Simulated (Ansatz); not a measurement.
Relaxation of Cl₃H₄PSn (9 atoms, charge 0, multiplicity 1), to a largest force component of 0.03 eV/Å in at most 50 steps.

Method: RKS PBE-D4/def2-SVP (Ansatz).

```xyz
9
Properties=species:S:1:pos:R:3:forces:R:3
Sn -0.630 -0.206 -0.257 0.43 -0.01 -0.38
Cl 0.179 0.711 3.141 -0.93 0.16 0.01
H 0.968 -0.562 0.272 -0.01 0.00 -0.01
Cl -0.646 1.975 -1.193 0.01 -0.02 0.03
Cl -1.069 -1.696 -2.063 0.00 0.03 0.01
P -2.581 -0.282 1.269 -0.43 -0.01 0.32
H -3.491 -0.465 0.167 0.01 -0.01 0.03
H -2.431 -1.697 1.492 0.01 0.00 -0.01
H -1.147 0.910 3.109 0.93 -0.14 -0.01
```

**Question.** Where does it end, and by what steps?

**Answer.** The run converged. The force dipped under the threshold on the way, but the program's further checks kept it going. After 34 steps the energy has fallen by 0.179 eV; H9 moved furthest, 1.58 Å.

| step | energy less start (eV) | largest force component (eV/Å) | accepted |
| --- | --- | --- | --- |
| 0 | 0.0000 | 0.933 | yes |
| 2 | -0.0252 | 0.657 | yes |
| 4 | -0.0342 | 0.080 | yes |
| 6 | -0.0407 | 0.083 | yes |
| 8 | -0.0427 | 0.071 | yes |
| 10 | -0.0447 | 0.026 | yes |
| 12 | -0.0453 | 0.055 | yes |
| 14 | -0.0458 | 0.139 | yes |
| 16 | -0.0407 | 0.552 | no |
| 18 | -0.0491 | 0.239 | yes |
| 20 | -0.0529 | 0.142 | yes |
| 22 | -0.0625 | 0.221 | yes |
| 24 | -0.0939 | 0.264 | yes |
| 26 | -0.1358 | 0.675 | yes |
| 28 | -0.1580 | 0.479 | yes |
| 30 | -0.1754 | 0.089 | yes |
| 32 | -0.1780 | 0.097 | yes |
| 34 | -0.1785 | 0.015 | yes |

```xyz
9
Properties=species:S:1:pos:R:3
Sn -0.762 -0.312 -0.111
Cl -0.330 0.895 3.081
H 0.739 -1.051 0.303
Cl -0.324 2.062 -0.158
Cl -1.173 -0.846 -2.390
P -2.912 -0.607 1.178
H -3.443 -1.429 0.115
H -2.353 -1.747 1.865
H -0.291 1.724 2.053
```

Whether the end is a true minimum wasn't checked by a vibrational analysis.

Time of the run: 50 s on 4 threads of Arm Neoverse V1, on a shared host, peak memory 0.19 GiB.
